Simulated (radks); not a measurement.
The mean radii <r> (bohr) of the occupied orbitals of an atom or ion are listed with their occupations. Calculated with a radial shooting solver on a logarithmic mesh with Libxc functionals: Dirac Kohn-Sham, LB94 model potential, spin-unpolarised, spherical densities, finite nucleus; Fermi nuclear charge, rms radius of each element as measured or else 0.836 A^(1/3) + 0.57 fm.

| orbital | occ. | <r> |
|---|---|---|
| 1s1/2 | 2 | 0.02718 |
| 2s1/2 | 2 | 0.1165 |
| 2p1/2 | 2 | 0.09817 |
| 2p3/2 | 4 | 0.1039 |
| 3s1/2 | 2 | 0.3135 |
| 3p1/2 | 2 | 0.3035 |
| 3p3/2 | 4 | 0.3149 |
| 3d3/2 | 4 | 0.2855 |
| 3d5/2 | 6 | 0.2892 |
| 4s1/2 | 2 | 0.7404 |
| 4p1/2 | 2 | 0.7728 |
| 4p3/2 | 4 | 0.8018 |
| 4d3/2 | 4 | 0.9105 |
| 4d5/2 | 6 | 0.9218 |
| 5s1/2 | 2 | 1.885 |
| 5p1/2 | 2 | 2.221 |
| 5p3/2 | 2 | 2.324 |

Name the element and its charge. Open shells, if any, fill j = l - 1/2 first.

Answer. Z = 53, iodine, charge +1: I+ in [Kr] 4d10 5s2 5p4. The 1s radius gives Z: for a bare nucleus <r> = (2 gamma + 1)/(2Z) with gamma = sqrt(1 - (Z/c)^2), 0.02683 bohr for Z = 53, and screening makes it slightly larger (0.02718 here). The occupations add up to 52, and the charge is Z minus that.
